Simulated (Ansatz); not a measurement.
Start from `[AlH2][BH]CCl` and change one atom or group to get `OBCCl`.

Ansatz, PBE0-D4/def2-TZVP geometries, multiplicity 1. Each molecule was computed in one conformer, which needn't be the lowest.

```json
{"property": "size of the dipole moment (B3LYP/def2-TZVPP) / D", "`[AlH2][BH]CCl`": "2.04"}
{"property": "size of the dipole moment (PBE/def2-TZVPP) / D", "`[AlH2][BH]CCl`": "2.09"}
{"property": "LUMO energy (ωB97M-V/def2-TZVPP) / eV", "`[AlH2][BH]CCl`": "0.07"}
{"property": "LUMO energy (PBE/def2-TZVPP) / eV", "`[AlH2][BH]CCl`": "-2.30"}
{"property": "LUMO energy (B3LYP/def2-TZVPP) / eV", "`[AlH2][BH]CCl`": "-1.73"}
{"property": "zero-point energy (PBE0-D4/def2-TZVP) / kJ/mol", "`[AlH2][BH]CCl`": "141.3"}
```

**Question.** What does the change do to each property? (Best estimate.)

**Answer.** The calculation gave: 
```json
{"property": "size of the dipole moment (B3LYP/def2-TZVPP) / D", "`OBCCl`": "1.14", "shift": "-0.90"}
{"property": "size of the dipole moment (PBE/def2-TZVPP) / D", "`OBCCl`": "1.04", "shift": "-1.05"}
{"property": "LUMO energy (ωB97M-V/def2-TZVPP) / eV", "`OBCCl`": "1.75", "shift": "1.68"}
{"property": "LUMO energy (PBE/def2-TZVPP) / eV", "`OBCCl`": "-1.22", "shift": "1.08"}
{"property": "LUMO energy (B3LYP/def2-TZVPP) / eV", "`OBCCl`": "-0.45", "shift": "1.28"}
{"property": "zero-point energy (PBE0-D4/def2-TZVP) / kJ/mol", "`OBCCl`": "148.3", "shift": "7.0"}
```

With PBE0 the HOMO falls by 1.42 eV and the LUMO rises by 1.32 eV, so the gap widens by about 2.74 eV. PBE moves the HOMO by -1.20 eV and ωB97M-V by -1.58 eV. The zero-point energy changes by 7.0 kJ/mol with -3 modes. Dipoles are sizes alone; their direction can turn.

B3LYP here is the variant with VWN-RPA as its local correlation; programs differ in this.
